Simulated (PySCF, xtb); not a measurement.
(Z)-1-fluorobut-1-ene (C4H7F), SMILES CC/C=C\F.

xtb 6.7.1 with GFN2-xTB at its own geometry gives an orbital gap of 5.21 eV and a dipole moment of 2.06 D.

Geometry: B3LYP-D3(BJ)/def2-SVP. One conformer was computed; it need not be the lowest.

### Question
What does HF/def2-TZVP run with PySCF give? (An estimate is asked for; the answer gives what the named calculation found.)

### Answer
gap 13.64 eV (levels -9.89 and 3.75 eV), dipole 1.55 D.
